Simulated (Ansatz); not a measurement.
The first iterations of a band of AsB₂H₆N (10 atoms, charge 0, multiplicity 1).

Theory: RKS r2SCAN-D4/def2-SVP in Ansatz 0.2.0.

```json
{
 "movable images": "7",
 "climbing image": "yes",
 "spring": "5.0 eV/Å²",
 "optimiser": "quadratic models (default)",
 "start path": "through a guess of the saddle point",
 "force threshold": "0.05 eV/Å",
 "iteration limit": "60",
 "end points": "relaxed"
}
```

Image 0:

```xyz
10
Properties=species:S:1:pos:R:3
B -1.578 0.537 -0.641
As -0.123 -0.259 0.355
B 0.922 -1.590 -0.588
N 0.971 0.939 1.260
H -2.167 -0.181 -1.407
H -1.888 1.685 -0.447
H 2.103 -1.680 -0.385
H 0.304 -2.342 -1.297
H 0.719 0.955 2.249
H 0.818 1.884 0.904
```

Image 8:

```xyz
10
Properties=species:S:1:pos:R:3
B -1.657 0.554 -0.780
As -0.246 -0.154 0.344
B 0.881 -1.506 -0.459
N 0.654 1.206 1.233
H -2.220 -0.243 -1.484
H -1.978 1.709 -0.687
H 2.047 -1.579 -0.164
H 0.347 -2.277 -1.215
H 1.642 1.193 0.975
H 0.612 1.046 2.240
```

| iteration | highest image above the first end (eV) | largest band force component (eV/Å) |
| --- | --- | --- |
| 1 | 6.553 | 36.912 |
| 2 | 0.538 | 2.597 |
| 3 | 0.534 | 2.798 |
| 4 | 0.196 | 1.465 |

Does the band converge within its limit, and where does its top end?

The forces met the threshold. It ended after 12 iterations with the highest image 0.016 eV above the first end. A vibrational analysis at the climbing image gives one clearly imaginary mode, 102i cm⁻¹: a first-order saddle point.

Run time: 3.7 min on 2 threads of Intel(R) Xeon(R) Platinum 8488C (Sapphire Rapids), with other jobs on the host, peak memory 0.19 GiB.
